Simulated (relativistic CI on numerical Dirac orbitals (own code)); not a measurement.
# He I: calculation against measurement

Computed by Dirac-Coulomb-Breit CI, orbitals from a KLI potential per configuration, model QED, valence Slater integrals scaled by 0.85, P86 correlation estimate, and configurations built on the next ion tied to the tabulated ionisation energy (semi-empirical) (own radial code, finite nucleus).

CI space: 1s2, 1s.2s, 1s.2p, 1s.3s, 1s.3p, 1s.3d, 1s.4p. Levels of other configurations are missing.

```tsv
Configuration	Term (tabulated)	J	Measured (cm⁻¹)	Computed	Error	Purity (%)
1s2	1S	0	0.0	0	0	100
1s.2s	3S	1	159856.0	158255	-1601	100
1s.2p	3P°	2	169086.8	167612	-1475	100
1s.2p	3P°	1	169086.8	167612	-1474	100
1s.2p	3P°	0	169087.8	167614	-1474	100
1s.2p	1P°	1	171134.9	169901	-1234	99
1s.3s	3S	1	183236.8	182678	-559	100
1s.3s	1S	0	184864.8	184280	-585	99
1s.3p	3P°	2	185564.6	185155	-410	100
1s.3p	3P°	1	185564.6	185155	-410	100
1s.3p	3P°	0	185564.9	185155	-410	100
1s.3d	3D	3	186101.5	184922	-1179	100
1s.3d	3D	2	186101.5	184922	-1179	100
1s.3d	3D	1	186101.6	184922	-1179	100
1s.3d	1D	2	186105.0	184928	-1177	100
1s.3p	1P°	1	186209.4	186032	-177	99
1s.4p	1P°	1	191492.7	191797	305	99
```

Measured levels from NIST Handbook of Basic Atomic Spectroscopic Data (Sansonetti and Martin, J. Phys. Chem. Ref. Data 34, 1559 (2005)); pairs were made by configuration, J and term (by order where the table uses no LS term), so strongly mixed levels may be paired wrongly.

Mean error by configuration (cm⁻¹): 1s.2s -1601; 1s.2p -1414; 1s.3s -572; 1s.3p -352; 1s.3d -1179; 1s.4p 305. Over the excited levels the mean absolute error is 927 cm⁻¹ (16 of the 16 excited levels that our extract of the source holds in range could be paired), and the median relative error of those above 1,000 cm⁻¹ is 0.63 %.
